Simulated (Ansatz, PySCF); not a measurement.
Reaction (SMILES): NC1CCC1 + H+ -> [NH3+]C1CCC1
Structures are relaxed separately at B3LYP-D3(BJ)/def2-TZVP in Ansatz (a program for electronic structure), one conformer each, not searched for the lowest. Frequencies are from Ansatz or PySCF.

Quantity: proton affinity (enthalpy at 298 K, with B3LYP-D3(BJ) rigid-rotor harmonic-oscillator terms), positive where the reaction releases energy, in kcal/mol. Cores are frozen in the correlated levels unless marked. Spin-orbit coupling is left out. No relativistic terms. CBS(X,Y): correlation extrapolated as X^-3; Hartree-Fock from the larger set.

```tsv
level	program	proton affinity (kcal/mol)
PBE0/def2-SVP	Ansatz	223.4
PBE0-D3(BJ)/def2-TZVP	Ansatz + dftd3	[?]
HSE06-D3(BJ)/def2-TZVPD	Ansatz + dftd3	221.7
HSE06-D4/def2-TZVPD	Ansatz + dftd4	221.0
SCS-MP2/cc-pwCVTZ	Ansatz	222.8
CCSD(T) with core electrons/cc-pwCVTZ	Ansatz	[?]
CCSD(T)/CBS(cc-pVTZ,cc-pVQZ)	Ansatz	220.6
```

Q: Complete the blanks.

A: 
- PBE0-D3(BJ)/def2-TZVP, proton affinity (kcal/mol): 222.4
- CCSD(T) with core electrons/cc-pwCVTZ, proton affinity (kcal/mol): 222.6
